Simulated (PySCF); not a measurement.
PySCF input file for C₄H₆BFO, SMILES CC#CB(F)CO, TDA-PBE/def2-SVPD. Geometry optimised at B3LYP-D3(BJ)/def2-SVP. The structure was generated by enumeration, and PubChem lists no compound with its InChIKey, so it may never have been made. One conformer was computed; it need not be the lowest.

```python
import numpy as np
from pyscf import gto, scf, dft, tdscf

mol = gto.M(
    atom='''
    C    -3.17038662    0.75559960    0.38956273
    C    -1.83059879    0.21726401    0.22068007
    C    -0.70592046   -0.23393091    0.07996402
    B     0.71209200   -0.74731869   -0.09705596
    F     0.93259611   -2.06697247   -0.14495523
    C     1.98369849    0.17346756   -0.23355812
    O     1.66648120    1.54726940   -0.17271579
    H    -3.17986041    1.85327751    0.29155192
    H    -3.86020132    0.33619008   -0.36140036
    H    -3.56913986    0.49820207    1.38495356
    H     2.69458067   -0.14164234    0.56488026
    H     2.48511749   -0.11238664   -1.18701079
    H     2.48307336    2.05314810   -0.26126381
    ''',
    basis='def2-SVPD',
    charge=0,
    spin=0,
    max_memory=1600,
    verbose=4,
)
mf = dft.RKS(mol, xc='pbe').density_fit(auxbasis='def2-universal-jkfit')
mf.grids.level = 3
mf.conv_tol = 1e-9
mf.max_cycle = 100
mf.kernel()
mf.grids = dft.Grids(mol).set(level=1).build(with_non0tab=True)  # coarser grid for the response kernel
td = tdscf.TDA(mf)
td.singlet = True
td.nstates = 10
td.conv_tol = 1e-4
td.positive_eig_threshold = 1e-6
td.kernel(x0=td.get_init_guess(mf, 15))
td.analyze()
tt = tdscf.TDA(mf)
tt.singlet = False
tt.nstates = 4
tt.conv_tol = 1e-4
tt.positive_eig_threshold = 1e-6
tt.kernel(x0=tt.get_init_guess(mf, 9))
tt.analyze(verbose=3)
```

Output:

```
PySCF version 2.14.0

[INPUT] verbose = 4
[INPUT] num. atoms = 13
[INPUT] num. electrons = 52
[INPUT] charge = 0
[INPUT] spin (= nelec alpha-beta = 2S) = 0
[INPUT] symmetry False subgroup None
[INPUT] Mole.unit = angstrom
[INPUT] Symbol           X                Y                Z      unit          X                Y                Z       unit  Magmom
[INPUT]  1 C     -3.170386620000   0.755599600000   0.389562730000 AA   -5.991162420786   1.427876303831   0.736166868038 Bohr   0.0
[INPUT]  2 C     -1.830598790000   0.217264010000   0.220680070000 AA   -3.459330357060   0.410569475625   0.417024893450 Bohr   0.0
[INPUT]  3 C     -0.705920460000  -0.233930910000   0.079964020000 AA   -1.333996335127  -0.442065351970   0.151110097619 Bohr   0.0
[INPUT]  4 B      0.712092000000  -0.747318690000  -0.097055960000 AA    1.345658855494  -1.412227651869  -0.183409183157 Bohr   0.0
[INPUT]  5 F      0.932596110000  -2.066972470000  -0.144955230000 AA    1.762351232735  -3.906011875316  -0.273925685023 Bohr   0.0
[INPUT]  6 C      1.983698490000   0.173467560000  -0.233558120000 AA    3.748646859813   0.327806179897  -0.441360880968 Bohr   0.0
[INPUT]  7 O      1.666481200000   1.547269400000  -0.172715790000 AA    3.149193059737   2.923915406920  -0.326385540488 Bohr   0.0
[INPUT]  8 H     -3.179860410000   1.853277510000   0.291551920000 AA   -6.009065289247   3.502186926716   0.550953279891 Bohr   0.0
[INPUT]  9 H     -3.860201320000   0.336190080000  -0.361400360000 AA   -7.294723280485   0.635307176996  -0.682947701719 Bohr   0.0
[INPUT] 10 H     -3.569139860000   0.498202070000   1.384953560000 AA   -6.744696835668   0.941465466991   2.617182923641 Bohr   0.0
[INPUT] 11 H      2.694580670000  -0.141642340000   0.564880260000 AA    5.092019486847  -0.267665230243   1.067468984573 Bohr   0.0
[INPUT] 12 H      2.485117490000  -0.112386640000  -1.187010790000 AA    4.696191443467  -0.212379969660  -2.243125300004 Bohr   0.0
[INPUT] 13 H      2.483073360000   2.053148100000  -0.261263810000 AA    4.692328597604   3.879887602171  -0.493717047160 Bohr   0.0

nuclear repulsion = 250.05113954127
number of shells = 82
number of NR pGTOs = 276
number of NR cGTOs = 194
basis = def2-SVPD
ecp = {}


[settings echo left out]
init E= -355.773131530784
  HOMO = -0.327917738392328  LUMO = -0.137606345909498  gap/eV = 5.17864
cycle= 1 E= -355.139842840834  delta_E= 0.633  |g|= 0.84  |ddm|= 11.5
  HOMO = -0.0777722878345894  LUMO = -0.0278218506355143  gap/eV = 1.35922
cycle= 2 E= -354.666436784499  delta_E= 0.473  |g|= 1.73  |ddm|= 3.01
  HOMO = -0.218973195322501  LUMO = -0.0718297609633618  gap/eV = 4.00398
cycle= 3 E= -355.266057195949  delta_E= -0.6  |g|= 0.31  |ddm|= 2.29
  HOMO = -0.237465290612334  LUMO = -0.0790759585154039  gap/eV = 4.30999
cycle= 4 E= -355.283493169595  delta_E= -0.0174  |g|= 0.186  |ddm|= 0.685
  HOMO = -0.232210575814375  LUMO = -0.0821218244207862  gap/eV = 4.08412
cycle= 5 E= -355.291613396443  delta_E= -0.00812  |g|= 0.0687  |ddm|= 0.273
  HOMO = -0.233667675301378  LUMO = -0.0793865644970886  gap/eV = 4.19820
cycle= 6 E= -355.292735016745  delta_E= -0.00112  |g|= 0.00909  |ddm|= 0.115
  HOMO = -0.233689379233873  LUMO = -0.0793008743397983  gap/eV = 4.20113
cycle= 7 E= -355.292754644385  delta_E= -1.96e-05  |g|= 0.00247  |ddm|= 0.0457
  HOMO = -0.233852177927259  LUMO = -0.0793759465298431  gap/eV = 4.20351
cycle= 8 E= -355.292755833506  delta_E= -1.19e-06  |g|= 0.000929  |ddm|= 0.00439
  HOMO = -0.233835299414991  LUMO = -0.0793938283852471  gap/eV = 4.20257
cycle= 9 E= -355.292755977189  delta_E= -1.44e-07  |g|= 0.000366  |ddm|= 0.00144
  HOMO = -0.233865493941216  LUMO = -0.0793930995226546  gap/eV = 4.20341
cycle= 10 E= -355.292756002866  delta_E= -2.57e-08  |g|= 7.22e-05  |ddm|= 0.000537
  HOMO = -0.233870739853796  LUMO = -0.0793900892908237  gap/eV = 4.20363
cycle= 11 E= -355.292756003794  delta_E= -9.27e-10  |g|= 3.78e-05  |ddm|= 0.000176
  HOMO = -0.233867510792457  LUMO = -0.079392787681194  gap/eV = 4.20347
cycle= 12 E= -355.292756004128  delta_E= -3.34e-10  |g|= 6.91e-06  |ddm|= 8.92e-05
  HOMO = -0.233866446834265  LUMO = -0.0793913993962141  gap/eV = 4.20348
Extra cycle  E= -355.292756004094  delta_E= 3.39e-11  |g|= 1.37e-05  |ddm|= 3.21e-05
converged SCF energy = -355.292756004094
tot grids = 51216
Overwritten attributes  positive_eig_threshold  of <class 'pyscf.tdscf.rks.TDA'>


******** <class 'pyscf.tdscf.rks.TDA'> for <class 'pyscf.df.df_jk.DFRKS'> ********
nstates = 10 singlet
deg_eia_thresh = 1.000e-03
wfnsym = None
conv_tol = 0.0001
eigh lindep = 1e-12
eigh level_shift = 0
eigh max_cycle = 100


Excitation energies (eV)
[4.31268465 4.42705152 5.3419071  5.53924392 5.92987671 6.22746773
 6.30179369 6.45319374 6.56163226 6.63751063]

** Singlet excitation energies and oscillator strengths **
Excited State   1:      4.31268 eV    287.49 nm  f=0.0194
      26 -> 27        0.70500
Excited State   2:      4.42705 eV    280.06 nm  f=0.0001
      25 -> 27        0.70640
Excited State   3:      5.34191 eV    232.10 nm  f=0.0025
      23 -> 27       -0.70476
Excited State   4:      5.53924 eV    223.83 nm  f=0.0953
      24 -> 27        0.58859
      25 -> 28        0.36435
      25 -> 29       -0.10294
Excited State   5:      5.92988 eV    209.08 nm  f=0.0012
      26 -> 28       -0.70429
Excited State   6:      6.22747 eV    199.09 nm  f=0.0000
      26 -> 29       -0.70538
Excited State   7:      6.30179 eV    196.74 nm  f=0.0573
      24 -> 27       -0.11364
      25 -> 28        0.37173
      25 -> 29        0.57945
Excited State   8:      6.45319 eV    192.13 nm  f=0.0001
      24 -> 28       -0.70241
Excited State   9:      6.56163 eV    188.95 nm  f=0.0002
      26 -> 30       -0.70626
Excited State  10:      6.63751 eV    186.79 nm  f=0.0565
      24 -> 27       -0.11937
      25 -> 28        0.21498
      25 -> 29       -0.27210
      25 -> 30       -0.58941
      25 -> 31        0.10848

** Transition electric dipole moments (AU) **
state          X           Y           Z        Dip. S.      Osc.
  1        -0.4125     -0.1058      0.0489      0.1837      0.0194
  2        -0.0017     -0.0134      0.0243      0.0008      0.0001
  3        -0.0208      0.0013     -0.1379      0.0195      0.0025
  4        -0.8016      0.2114      0.1210      0.7019      0.0953
  5        -0.0128      0.0006     -0.0910      0.0085      0.0012
  6         0.0010      0.0006      0.0082      0.0001      0.0000
  7         0.5997      0.0781     -0.0734      0.3711      0.0573
  8        -0.0039     -0.0131     -0.0181      0.0005      0.0001
  9        -0.0034     -0.0003     -0.0375      0.0014      0.0002
 10         0.5534     -0.1902     -0.0696      0.3472      0.0565

** Transition velocity dipole moments (imaginary part, AU) **
state          X           Y           Z        Dip. S.      Osc.
  1        -0.0223     -0.0068      0.0025      0.0006      0.0023
  2        -0.0006      0.0008     -0.0078      0.0001      0.0003
  3         0.0016     -0.0002      0.0153      0.0002      0.0008
  4        -0.0690      0.0019      0.0079      0.0048      0.0158
  5        -0.0038      0.0006     -0.0301      0.0009      0.0028
  6        -0.0003      0.0000     -0.0022      0.0000      0.0000
  7         0.0893      0.0286     -0.0102      0.0089      0.0256
  8         0.0001     -0.0006     -0.0017      0.0000      0.0000
  9        -0.0002      0.0001     -0.0026      0.0000      0.0000
 10         0.0766     -0.0126     -0.0090      0.0061      0.0167

** Transition magnetic dipole moments (imaginary part, AU) **
state          X           Y           Z
  1         0.0361     -0.0045      0.3041
  2        -0.3032      0.2287      0.0422
  3         0.0953     -0.4255     -0.0161
  4         0.0096     -0.0031      0.0981
  5         0.5345     -0.2144     -0.0697
  6         0.2882      0.1249     -0.0311
  7        -0.0318      0.0053     -0.2723
  8        -0.1762      0.0615      0.0134
  9        -0.2255     -0.1370      0.0224
 10         0.0318     -0.0047      0.2321


******** <class 'pyscf.tdscf.rks.TDA'> for <class 'pyscf.df.df_jk.DFRKS'> ********
nstates = 4 triplet
deg_eia_thresh = 1.000e-03
wfnsym = None
conv_tol = 0.0001
eigh lindep = 1e-12
eigh level_shift = 0
eigh max_cycle = 100


Excitation energies (eV)
[4.11715984 4.11843542 4.16239884 4.99521503]

** Triplet excitation energies and oscillator strengths **
Excited State   1:      4.11716 eV    301.14 nm  f=0.0000
Excited State   2:      4.11844 eV    301.05 nm  f=0.0000
Excited State   3:      4.16240 eV    297.87 nm  f=0.0000
Excited State   4:      4.99522 eV    248.21 nm  f=0.0000
```

The run converged.
